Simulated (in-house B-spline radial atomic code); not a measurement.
Te⁺. Computed with a B-spline radial atomic code. Model: all-electron spherical atom, spin shells full or empty, radial basis limit, no spin-orbit coupling, Breit or QED, empty-state partial waves extrapolated as (l+1/2)^-4, RPA, G0W0 and static COHSEX of the highest shell as one setting changes (uncorrelated shells keep exact exchange).

Empty levels are discrete states of a finite basis, so the steps are uneven.

Given: element Te; charge 1; filled core Kr; hamiltonian one-electron scalar X2C; mean-field start r2SCAN; highest l of empty states 9; nuclear rms radius 4.7423 fm; lowest nl shells left uncorrelated 0; highest mean-field shell 5p up; box radius 23.78 bohr.

Shell: 4d 5 5, 5s 1 1, 5p 3 0 (electrons up and down).

```tsv
highest empty level kept (hartree)	RPA correlation energy (hartree)	G0W0 level (eV)	G0W0 minus most complete (meV)	COHSEX level (eV)	linearised minus solved G0W0 (meV)
1.33	-0.38808	-18.387	646.7	-19.269	-19.7
2.67	-0.62671	-18.605	428.2	-19.789	-22.2
4.67	?	?	?	?	?
8	?	?	?	?	?
13.33	-1.2317	-18.914	120.1	-20.537	-26.8
24	-1.5785	-18.962	71.5	-20.667	-27.6
40	-1.8597	-18.983	50.4	-20.729	-27.9
80	-2.4799	-19.007	26.5	-20.81	-28.3
160	-2.8887	-19.019	14.2	-20.849	-28.5
333.33	-3.2749	-19.027	6.9	-20.871	-28.6
800	-3.6182	-19.032	2	-20.887	-28.7
2666.7	-3.8116	-19.034	0	-20.893	-28.8
```

What follows for highest empty level kept = 8?

RPA correlation energy -1.0192 hartree; G0W0 level -18.85 eV; G0W0 minus most complete 183.4 meV; COHSEX level -20.38 eV; linearised minus solved G0W0 -25.8 meV.

What follows for highest empty level kept = 4.67?

RPA correlation energy -0.81612 hartree; G0W0 level -18.748 eV; G0W0 minus most complete 285.9 meV; COHSEX level -20.134 eV; linearised minus solved G0W0 -24.2 meV.
